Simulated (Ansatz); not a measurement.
Cost and result for the atomization energy of `OC(F)(F)N[SiH3]` (11 atoms, 10 bonds).

Cartesian coordinates in Å:
```
O 1.616 -1.129 -0.965
C 0.384 -0.584 -0.816
F -0.537 -1.519 -0.447
F -0.056 -0.173 -2.056
N 0.393 0.432 0.125
Si -0.901 0.802 1.224
H 1.620 -1.648 -1.778
H 1.217 1.007 0.083
H -0.473 2.067 1.870
H -1.079 -0.252 2.252
H -2.185 0.998 0.509
```

Charge 0, multiplicity 1. All single points use the PBE0-D4/def2-TZVP geometry. It is one conformer, not always the lowest. Program: Ansatz. All runs use 4 threads of an Intel Xeon Platinum 8559C on a shared host. Times are those of one run each, without the atoms' runs, and a repeat can differ threefold. Electronic energies, without spin–orbit coupling; frozen cores. CCSD(T)/CBS adds CCSD(T) − MP2 in def2-TZVPP to the MP2 limit, and its time is that of the two runs behind it. T1 = 0.011. B3LYP takes the VWN-RPA correlation (the form of Gaussian; ORCA's B3LYP/G).

CCSD(T)/CBS is a level of theory with its own doubt, some kJ/mol a heavy atom from the limit and from the frozen cores, so smaller differences don't rank the functionals.

```csv
level,functions,wall time,atomization (kcal/mol),difference from CCSD(T)/CBS,per bond
PBE-D4/def2-TZVPP (with forces),267,1.6 s,975.1,23.5,2.4
PBE0-D4/def2-TZVPP,267,1.9 s,947.7,-3.9,-0.4
r2SCAN-D4/def2-TZVPP (with forces),267,2.3 s,951.9,0.3,0.0
B3LYP-D4/def2-TZVPP (with forces),267,2.9 s,948.1,-3.5,-0.3
B2PLYP/def2-TZVPP,267,3.3 s,938.6,-13.0,-1.3
ωB97X-V/def2-TZVPP,267,4.3 s,957.9,6.3,0.6
ωB97M-V/def2-TZVPP (with forces),267,6 s,956.4,4.8,0.5
MP2/def2-QZVPP,505,15 s,964.0,12.4,1.2
CCSD(T)/def2-TZVPP,267,2 min,922.0,-29.6,-3.0
CCSD(T)/CBS(def2),–,2.3 min,951.6,0.0,0.0
```

In def2-TZVPP, CCSD(T) changes the Hartree–Fock value by +273.1 kcal/mol (the triples alone add +16.8 kcal/mol) and MP2 by +297.5 kcal/mol; breaking electron pairs costs correlation energy, which Hartree–Fock lacks. From PBE to PBE0 (25 % exact exchange), in def2-TZVPP and without D4, the atomization energy moves by −26.5 kcal/mol: exact exchange takes away binding that semilocal exchange gives to molecules. The D4 term adds +8.1 kcal/mol with B3LYP and +4.2 kcal/mol with PBE0; it sums over pairs of atoms, weighted by their polarisabilities, and B3LYP, whose exchange is more repulsive, gets the larger term.
